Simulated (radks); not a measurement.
Task: These are the eigenvalues of the occupied orbitals of an atom or ion with whole-number occupations (eV). All-electron calculation, Dirac Kohn-Sham, PBEsol, spin-unpolarised, spherical densities, finite nucleus; Fermi nuclear charge, rms radius of each element as measured or else 0.836 A^(1/3) + 0.57 fm. Program: a radial shooting solver on a logarithmic mesh with Libxc functionals.

orbital  eigenvalue
1s1/2     -40256.72
2s1/2     -6481.183
2p1/2     -6122.553
2p3/2     -5676.345
3s1/2     -1431.672
3p1/2     -1279.696
3p3/2     -1192.042
3d3/2     -925.9407
3d5/2     -907.1185
4s1/2     -324.8404
4p1/2     -268.2580
4p3/2     -249.1786
4d3/2     -156.0613
4d5/2     -152.6837
5s1/2      -78.8477
5p1/2      -62.3248
5p3/2      -59.0666

Which element is it, and in what charge state? The configuration may be excited. Open shells, if any, fill j = l - 1/2 first.

Result: Z = 58, cerium, charge +4: Ce4+ in [Xe]. The list shows which subshells hold electrons but not how many an open one holds; the 1s level, -1479.4 hartree, gives Z - s = 54.4 by -(Z - s)^2/2, which with screening and relativity narrows Z to a few neighbours, and the depths of the outer levels then fix element, charge and occupations together.
